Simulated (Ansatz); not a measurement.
Total energies of the cluster SiSn₂⁻ from Ansatz at PBE0-D4/def2-TZVPD, gas phase (1 Eh = 27.2114 eV = 2625.5 kJ/mol). The reference geometry is relaxed at r2SCAN-D4/def2-TZVPD.

```xyz
3

Si    0.936    0.752   -0.613
Sn    0.365   -0.411    1.534
Sn   -1.301   -0.341   -0.921
```

```
            state                         geometry  energy (Eh)
charge -1 doublet                        reference   -718.07191
 charge 0 singlet                        reference   -717.98940
charge -1 quartet  relaxed at r2SCAN-D4/def2-TZVPD   -718.02587
```

In the def2 sets Sn takes a core potential; there is no spin–orbit coupling.

Question: Work out the vertical ionisation energy to the singlet.

Answer: E(charge 0 singlet) − E(charge -1 doublet) = -717.98940 − (-718.07191) = 0.08251 Eh = 2.25 eV. For comparison, −ε of the highest occupied level of the spin that leaves is 0.69 eV at this level, 1.56 eV less.

Question: Which of the charge -1 states is lowest, and how far above it are the others?

Answer: The doublet. quartet: -718.02587 − (-718.07191) = 0.04604 Eh = 120.9 kJ/mol.

The restricted singlet is unstable towards broken spin symmetry in Hartree–Fock (as tested in another run); at PBE0-D4/def2-TZVPD this wasn't settled. At PBE0-D4/def2-TZVPD the highest occupied level of the charge -1 quartet lies above zero (up to 0.26 eV). It is a level of α spin, whose loss leaves a triplet; that state wasn't run at this geometry and level. The electron is either unbound and held by the finite basis, or the level is raised by self-interaction error. 

The structure comes from a short search, and lower isomers may exist.
